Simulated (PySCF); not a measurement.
PySCF 2.14 output of an unrestricted B97-3 calculation on a single atom or ion in aug-cc-pwCVTZ-DK (10s9p7d4f3g, 127 functions), with scalar relativity by spin-free X2C-1e:

```
SCF conv_tol = 1e-09
number electrons alpha = 16  beta = 10
    T. W. Keal and D. J. Tozer.,  J. Chem. Phys. 123, 121103 (2005)
cycle= 1 E= -1272.17289745158  delta_E= -0.0108  |g|= 0.0167  |ddm|= 0.486
cycle= 2 E= -1272.17294971532  delta_E= -5.23e-05  |g|= 0.0111  |ddm|= 0.106
cycle= 3 E= -1272.17297093954  delta_E= -2.12e-05  |g|= 0.00299  |ddm|= 0.0616
cycle= 4 E= -1272.17297318622  delta_E= -2.25e-06  |g|= 0.000348  |ddm|= 0.0433
cycle= 5 E= -1272.17297338996  delta_E= -2.04e-07  |g|= 0.00013  |ddm|= 0.0173
cycle= 6 E= -1272.17297341609  delta_E= -2.61e-08  |g|= 5.8e-05  |ddm|= 0.00396
cycle= 7 E= -1272.17297342837  delta_E= -1.23e-08  |g|= 1.25e-05  |ddm|= 0.00285
cycle= 8 E= -1272.1729734368  delta_E= -8.43e-09  |g|= 4.46e-05  |ddm|= 0.00063
cycle= 9 E= -1272.17297342834  delta_E= 8.46e-09  |g|= 7.5e-07  |ddm|= 0.000407
cycle= 10 E= -1272.17297342834  delta_E= -9.09e-13  |g|= 1.52e-07  |ddm|= 5.75e-05
converged SCF energy = -1272.17297342834  <S^2> = 12.004717  2S+1 = 7.0013475
```

The run itself started from symmetry-adapted Hartree-Fock orbitals and held the occupation by maximum overlap, on a logarithmic radial grid, so the iterations belong to that start.

Task: Which element, charge and spin multiplicity is this?

Result: Fe (iron, neutral), multiplicity 7; the state was [Ar] 3d5 4s2 5s1, high-spin 7S determinant (an excited configuration).

The outer electron is Rydberg-like, and this basis confines it to a smaller radius and binds it less than a complete one would.
